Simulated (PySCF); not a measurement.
Electronic structure of B³⁺ (boron, charge +3) at the CAM-B3LYP level

Configuration: 1s2, closed-shell 1S. Computed with PySCF 2.14 in x2c-TZVPPall with one added diffuse shell each of s, p, d type (6s4p3d1f, 40 functions), with the spin-free X2C one-electron Hamiltonian (Gaussian nucleus).

| Quantity | Value |
| --- | --- |
| Total energy | -22.0050 hartree |
| One-electron energy | -24.8891 hartree |
| Hartree (Coulomb) energy | 5.7954 hartree |
| Exchange-correlation energy | -2.9113 hartree |
| ⟨S²⟩ | 0.0000 |
| ⟨L²⟩ | 0.000 |
| Sum of ⟨r⟩ | 0.6512 bohr |
| Sum of ⟨r²⟩ | 0.2871 bohr² |
| Langevin diamagnetic susceptibility | -0.227 ×10⁻⁶ cm³/mol |

```
shell  electrons  mean orbital energy (eV)  rms radius, mean of both spins (bohr)
   1s          2                   -239.50                                  0.379
```
